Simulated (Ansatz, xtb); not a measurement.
Isomers of BFOSi in order of energy

4 gas-phase structures of BFOSi, found in a search over its isomers (lower ones may exist). Each was relaxed with GFN2-xTB:

A. `FB1O[Si]1`, a singlet
B. `O=B[Si]F`, a singlet
C. a singlet given by its coordinates
D. `O=B[Si]F`, a triplet

C (Å):

```xyz
4

B     0.5416    1.1667    1.0828
F     0.6140   -1.8968   -0.5038
O    -0.0330    0.1857    0.5659
Si   -0.7617   -1.1102   -0.1151
```

Close contacts (Å): B1–O3 1.25, F2–Si4 1.63, O3–Si4 1.64.

Which do you expect lowest at r2SCAN-D4/def2-SVP, and how would the others follow?

Calculated order at r2SCAN-D4/def2-SVP: A (0.0), B (8.8), C (18.6), D (30.0) kcal/mol.

Energies above the lowest of each column, in kcal/mol; the last columns are at PBE0-D3(BJ)/def2-SVP geometries and were run for some of them only (a dash: not run or not comparable):

```csv
structure,GFN2-xTB,HF/STO-3G,r2SCAN-D4/def2-SVP,PBE0-D3(BJ)/def2-SVP,CCSD(T)/def2-TZVPP
A,23.4,0.0,0.0,0.0,0.0
B,0.0,6.0,8.8,6.3,0.2
C,19.1,24.9,18.6,15.2,1.6
D,–,31.9,30.0,–,–
```

CCSD(T)/def2-TZVPP has A and B within 1 kcal/mol of each other at the bottom, and every level picks one of them. Flexible structures stand in one conformer each, not always the lowest. Frequencies (PBE0-D3(BJ)/def2-SVP) were run for A, B, C alone. GFN2-xTB has no spin polarisation and isn't compared across spin states. Open shells are spin-unrestricted.

Programs: Ansatz 0.2.0, xtb 6.7.1.
